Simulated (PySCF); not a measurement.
Vertical excitations of a molecule C₃H₈Si₂ from TDA-CAM-B3LYP/def2-SVPD (PySCF), as energy in eV (oscillator strength): 5.87 (0.032), 6.42 (0.170), 6.51 (0.118), 6.59 (0.058), 6.66 (0.046), 6.87 (0.178), 7.08 (0.119), 7.14 (0.010), 7.43 (0.059), 7.49 (0.037). Lowest triplet (TDA): 3.92 eV. Geometry: TPSSh-D3(BJ)/def2-SVP. The values are those of a single conformer.

### Question
Which structure fits?
A) C=C1C[SiH2][SiH2]1
B) C#C[Si@@H](C)[SiH3]
C) C1=C[SiH2]C[SiH2]1
D) C=C1[SiH2]C[SiH2]1

### Answer
A, C=C1C[SiH2][SiH2]1
